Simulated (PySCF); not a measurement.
**How exact exchange moves a shielding**

Molecule: `CCC([SiH3])([SiH3])[SiH3]`, C$_{3}$H$_{14}$Si$_{3}$.

Geometry:
```tsv
atom	x (Å)	y (Å)	z (Å)
C1	-2.295	-0.114	-0.625
C2	-0.920	-0.722	-0.863
C3	0.245	-0.091	-0.052
Si4	0.494	1.741	-0.472
Si5	1.838	-1.008	-0.519
Si6	-0.004	-0.289	1.817
H7	-2.323	0.955	-0.886
H8	-2.607	-0.203	0.428
H9	-3.055	-0.624	-1.238
H10	-0.683	-0.654	-1.941
H11	-0.966	-1.804	-0.640
H12	-0.589	2.606	0.092
H13	1.798	2.218	0.083
H14	0.507	1.909	-1.960
H15	2.075	-0.880	-1.991
H16	1.694	-2.462	-0.191
H17	3.021	-0.461	0.212
H18	-0.384	-1.706	2.117
H19	-1.076	0.610	2.346
H20	1.265	0.036	2.538
```

GIAO shieldings (ppm, equivalent atoms averaged) in PySCF 2.14 on the PBE0-D3(BJ)/def2-SVP geometry, basis pcSseg-1, gas phase, non-relativistic:

| functional | exact exchange (%) | σ(C2) | σ(C3) | σ(Si4/Si5/Si6) |
| --- | --- | --- | --- | --- |
| BLYP | 0 | 141.4 | 178.7 | 383.6 |
| BP86 | 0 | 146.8 | 183.8 | 393.4 |
| PBE | 0 | 147.0 | 184.8 | 394.9 |
| PBE0 | 25 | 154.5 | 193.0 | 408.6 |
| mPW1PW91 | 25 | 153.9 | 192.3 | 406.8 |
| BHandHLYP | 50 | 155.8 | 194.6 | 411.8 |
| HF | 100 | 167.4 | 208.3 | 442.1 |

Q: Fit each shielding as a line in the percentage of exact exchange.

A: σ(C2) = 146.1 + 0.22 x (rms 2.4 ppm); σ(C3) = 183.5 + 0.25 x (rms 2.5 ppm); σ(Si4/Si5/Si6) = 391.6 + 0.50 x (rms 4.3 ppm). The functionals also differ in their semilocal parts, which the line can't hold; Hartree–Fock has no correlation at all.

Q: What does the line predict for B3LYP (20 %), and what does the run give?

A: σ(C2): 150.5 predicted, 147.9 computed; σ(C3): 188.5 predicted, 185.7 computed; σ(Si4/Si5/Si6): 401.6 predicted, 394.9 computed ppm.
